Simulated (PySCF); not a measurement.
C6H10, SMILES C=CCCC=C (GFN2-xTB optimised geometry):

```
16

C      2.011    -0.826     0.000
C      0.691    -0.826     0.000
C     -0.156     0.404     0.000
C     -1.013     0.482    -1.274
C     -1.875     1.703    -1.267
C     -1.803     2.675    -2.155
H      2.584    -1.738    -0.008
H      2.576     0.091     0.014
H      0.147    -1.762    -0.018
H      0.474     1.293     0.066
H     -0.819     0.388     0.870
H     -1.647    -0.409    -1.328
H     -0.360     0.489    -2.149
H     -2.584     1.762    -0.450
H     -1.104     2.641    -2.975
H     -2.439     3.543    -2.109
```

Calculation: PBE/def2-TZVP (PySCF).

### Question
What are the frontier orbital energies and the dipole moment?

### Answer
HOMO-2 -7.91 eV, HOMO-1 -6.54 eV, HOMO -6.14 eV, LUMO -0.75 eV, LUMO+1 -0.57 eV; dipole moment 0.32 D.

Meta-Löwdin charges at PBE/def2-TZVP: C1 -0.28, C2 -0.10, C3 -0.20, C4 -0.20, C5 -0.10, C6 -0.28, H7 0.12, H8 0.12, H9 0.11, H10 0.11, H11 0.12, H12 0.12, H13 0.11, H14 0.11, H15 0.12, H16 0.12.
